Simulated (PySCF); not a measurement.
# Ionisation energy of Li⁺ by level of theory

Li⁺ 1s2 (1S) → Li²⁺ 1s1 (2S), as a difference of total energies. All numbers are calculated (PySCF 2.14, scalar relativity by spin-free X2C-1e, in x2c-SVPall (3s2p, 9 functions)). Correlated levels: valence: nothing frozen. The calculations carry no spin-orbit coupling.

| method | ionisation energy (eV) |
| --- | --- |
| UHF | 75.780 |
| r2SCAN | 76.950 |
| M06-L | 77.242 |
| MP2 (valence) | 75.833 |
| SCS-MP2 (valence) | 75.844 |
| CCSD (valence) | 75.837 |

Task: How much does correlation contribute at MP2 (valence)?

Result: 75.833 − (75.780) = 0.053 eV, measured against UHF.

Errors of the correlated levels include the incompleteness of this basis.

With two correlated electrons CCSD is exact in that space.

For comparison: 75.640 eV (theoretical estimate listed by NIST; NIST Atomic Spectra Database, ionization energies).
